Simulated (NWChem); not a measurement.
System: C$_{4}$H$_{3}$B; SMILES C#CBC#C

NWChem input:

```
start job
memory heap 200 mb stack 900 mb global 1100 mb
geometry units angstroms noautoz
  B      0.000000     0.000000    -0.837757
  C      1.323155     0.000000    -0.098525
  C      2.399126     0.000000     0.476045
  H      3.346869     0.000000     0.985187
  C     -1.323155     0.000000    -0.098525
  C     -2.399126     0.000000     0.476045
  H     -3.346869     0.000000     0.985187
  H      0.000000     0.000000    -2.046597
end
basis spherical
  * library 6-311g**
end
dft
  xc pbe0
  iterations 150
  mulliken
end
task dft energy
```

NWChem printed, in part:

```
             Northwest Computational Chemistry Package (NWChem) 7.3.0
             --------------------------------------------------------

 C2V symmetry detected

                             Geometry "geometry" -> ""
                             -------------------------

 Output coordinates in angstroms (scale by  1.889725989 to convert to a.u.)

  No.       Tag          Charge          X              Y              Z
 ---- ---------------- ---------- -------------- -------------- --------------
    1 B                    5.0000     0.00000000     0.00000000    -0.84604550
    2 C                    6.0000     1.32315500     0.00000000    -0.10681350
    3 C                    6.0000     2.39912600     0.00000000     0.46775650
    4 H                    1.0000     3.34686900     0.00000000     0.97689850
    5 C                    6.0000    -1.32315500     0.00000000    -0.10681350
    6 C                    6.0000    -2.39912600     0.00000000     0.46775650
    7 H                    1.0000    -3.34686900     0.00000000     0.97689850
    8 H                    1.0000     0.00000000     0.00000000    -2.05488550

 Effective nuclear repulsion energy (a.u.)     104.5826881833

      Symmetry information
      --------------------

 Group name             C2v
 Group number             16
 Group order               4
 No. of unique centers     5

                                 NWChem DFT Module
                                 -----------------

 Summary of "ao basis" -> "ao basis" (spherical)
 ------------------------------------------------------------------------------
       Tag                 Description            Shells   Functions and Types
 ---------------- ------------------------------  ------  ---------------------
 B                          6-311g**                 8       18   4s3p1d
 C                          6-311g**                 8       18   4s3p1d
 H                          6-311g**                 4        6   3s1p

      Symmetry analysis of basis
      --------------------------

        a1         44
        a2         12
        b1         36
        b2         16

            General Information
            -------------------
          SCF calculation type: DFT
          Wavefunction type:  closed shell.
          No. of atoms     :     8
          No. of electrons :    32
           Alpha electrons :    16
            Beta electrons :    16
          Charge           :     0
          Spin multiplicity:     1
          Use of symmetry is: on ; symmetry adaption is: on
          Maximum number of iterations: 150
          AO basis - number of functions:   108
                     number of shells:    52
          Convergence on energy requested:  1.00D-06
          Convergence on density requested:  1.00D-05
          Convergence on gradient requested:  5.00D-04

              XC Information
              --------------
                         PBE0 Method XC Functional
                     Hartree-Fock (Exact) Exchange  0.250
          PerdewBurkeErnzerhof Exchange Functional  0.750
            Perdew 1991 LDA Correlation Functional  1.000 local
           PerdewBurkeErnz. Correlation Functional  1.000 non-local

             Grid Information
             ----------------
          Grid used for XC integration:  medium
          Radial quadrature: Mura-Knowles
          Angular quadrature: Lebedev.
          Tag              B.-S. Rad. Rad. Pts. Rad. Cut. Ang. Pts.
          ---              ---------- --------- --------- ---------
          B                   0.85       49          11.0       434
          C                   0.70       49          14.0       434
          H                   0.35       45          15.0       434
          Grid pruning is: on
          Number of quadrature shells:   237
          Spatial weights used:  Erf1

      Superposition of Atomic Density Guess
      -------------------------------------

 Sum of atomic energies:        -176.70687135

      Non-variational initial energy
      ------------------------------

 Total energy =    -179.004567
 1-e energy   =    -441.924409
 2-e energy   =     158.337154
 HOMO         =      -0.336357
 LUMO         =      -0.096516

      Symmetry analysis of molecular orbitals - initial
      -------------------------------------------------

  Numbering of irreducible representations:

     1 a1          2 a2          3 b1          4 b2

  Orbital symmetries:

     1 a1          2 b1          3 a1          4 b1          5 a1
     6 a1          7 b1          8 a1          9 b1         10 a1
    11 b1         12 a1         13 b2         14 a2         15 b1
    16 a1         17 b2         18 a1         19 a2         20 b1
    21 a1         22 b1         23 b2         24 a1         25 a1
    26 b1

     ---------------------------------------------
      Total Density - Mulliken Population Analysis
     ---------------------------------------------

    Atom       Charge   Shell Charges
 -----------   ------   -------------------------------------------------------
    1 B    5     4.60   1.13  0.86  0.35  0.73  0.89  0.30  0.26  0.09
    2 C    6     6.29   1.10  0.89  0.60  0.86  1.42  0.61  0.77  0.04
    3 C    6     6.10   1.10  0.89  0.55  0.85  1.29  0.61  0.76  0.04
    4 H    1     0.81   0.22  0.44  0.12  0.03
    5 C    6     6.29   1.10  0.89  0.60  0.86  1.42  0.61  0.77  0.04
    6 C    6     6.10   1.10  0.89  0.55  0.85  1.29  0.61  0.76  0.04
    7 H    1     0.81   0.22  0.44  0.12  0.03
    8 H    1     1.02   0.24  0.55  0.21  0.01

   convergence    iter        energy       DeltaE   RMS-Dens  Diis-err
 ---------------- ----- ----------------- --------- --------- ---------
 d= 0,ls=0.0,diis     1   -178.6928934717 -2.83D+02  6.61D-03  5.11D-01
 d= 0,ls=0.0,diis     2   -178.7211513914 -2.83D-02  3.60D-03  2.38D-01
 d= 0,ls=0.0,diis     3   -178.7205276960  6.24D-04  1.95D-03  2.43D-01
 d= 0,ls=0.0,diis     4   -178.7494662666 -2.89D-02  5.50D-04  1.33D-02
 d= 0,ls=0.0,diis     5   -178.7513613154 -1.90D-03  8.22D-05  2.49D-04
  Resetting Diis
 d= 0,ls=0.0,diis     6   -178.7513956257 -3.43D-05  1.92D-05  5.83D-06
 d= 0,ls=0.0,diis     7   -178.7513964965 -8.71D-07  7.38D-06  3.00D-07

         Total DFT energy =     -178.751396496492
      One electron energy =     -445.962361230646
           Coulomb energy =      189.102417416216
    Exchange-Corr. energy =      -26.474140865344
 Nuclear repulsion energy =      104.582688183282

 Numeric. integr. density =       31.999998777414

                  Occupations of the irreducible representations
                  ----------------------------------------------

                     irrep           alpha         beta
                     --------     --------     --------
                     a1                8.0          8.0
                     a2                1.0          1.0
                     b1                6.0          6.0
                     b2                1.0          1.0

                       DFT Final Molecular Orbital Analysis
                       ------------------------------------

 Vector   14  Occ=2.000000D+00  E=-3.065452D-01  Symmetry=a2
              MO Center=  6.3D-15,  4.8D-16,  1.9D-01, r^2= 4.9D+00
   Bfn.  Coefficient  Atom+Function         Bfn.  Coefficient  Atom+Function
  ----- ------------  ---------------      ----- ------------  ---------------
    44      0.207664  3 C  py                86     -0.207664  6 C  py
    26      0.203397  2 C  py                68     -0.203397  5 C  py
    48      0.175502  3 C  py                90     -0.175502  6 C  py
    30      0.160787  2 C  py                72     -0.160787  5 C  py
    40      0.135709  3 C  py                82     -0.135709  6 C  py

 Vector   15  Occ=2.000000D+00  E=-3.005804D-01  Symmetry=b1
              MO Center=  4.7D-12,  8.3D-16,  2.3D-01, r^2= 5.0D+00
   Bfn.  Coefficient  Atom+Function         Bfn.  Coefficient  Atom+Function
  ----- ------------  ---------------      ----- ------------  ---------------
    45      0.197832  3 C  pz                87     -0.197832  6 C  pz
    27      0.160250  2 C  pz                49      0.160782  3 C  pz
    69     -0.160250  5 C  pz                91     -0.160782  6 C  pz
    41      0.129953  3 C  pz                83     -0.129953  6 C  pz
    29     -0.127357  2 C  px                71     -0.127357  5 C  px

 Vector   16  Occ=2.000000D+00  E=-2.985440D-01  Symmetry=a1
              MO Center= -4.7D-12,  3.1D-16, -1.3D-01, r^2= 5.0D+00
   Bfn.  Coefficient  Atom+Function         Bfn.  Coefficient  Atom+Function
  ----- ------------  ---------------      ----- ------------  ---------------
    27      0.168844  2 C  pz                69      0.168844  5 C  pz
    45      0.165473  3 C  pz                87      0.165473  6 C  pz
    49      0.153547  3 C  pz                91      0.153547  6 C  pz
   104      0.145684  8 H  s                 31      0.129489  2 C  pz
    73      0.129489  5 C  pz               105      0.119143  8 H  s

 Vector   17  Occ=0.000000D+00  E=-9.670753D-02  Symmetry=b2
              MO Center= -5.3D-15, -3.4D-16, -2.6D-01, r^2= 4.5D+00
   Bfn.  Coefficient  Atom+Function         Bfn.  Coefficient  Atom+Function
  ----- ------------  ---------------      ----- ------------  ---------------
    12      0.360762  1 B  py                 8      0.298773  1 B  py
    48     -0.291216  3 C  py                90     -0.291216  6 C  py
    44     -0.188938  3 C  py                86     -0.188938  6 C  py
     4      0.185035  1 B  py                40     -0.127994  3 C  py
    82     -0.127994  6 C  py                30      0.074670  2 C  py

[...]
```

Level: PBE0/6-311G** (spherical d). The geometry was optimised at PBE0/def2-SVP.
